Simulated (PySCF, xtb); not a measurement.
4-methyl-1,3-thiazole (C4H5NS), SMILES Cc1cscn1.

Harmonic wavenumbers (cm⁻¹) from xtb with GFN2-xTB at its own minimum, in rising order: 69, 228, 308, 443, 552, 607, 677, 747, 775, 804, 872, 966, 1003, 1029, 1103, 1155, 1340, 1395, 1459, 1464, 1493, 1553, 3018, 3030, 3054, 3163, 3172.

Question: What does PBE-D3(BJ)/def2-SVP run with PySCF give at its own minimum? (Estimate from the structure and the level; the computed values follow.)

Answer: 118, 227, 328, 484, 549, 642, 659, 704, 772, 804, 871, 933, 967, 1009, 1111, 1204, 1321, 1348, 1395, 1405, 1463, 1528, 2977, 3054, 3090, 3150, 3191. Paired by order, the mean absolute difference is 27 cm⁻¹ and the zero-point energies are 50.7 and 50.5 kcal/mol.
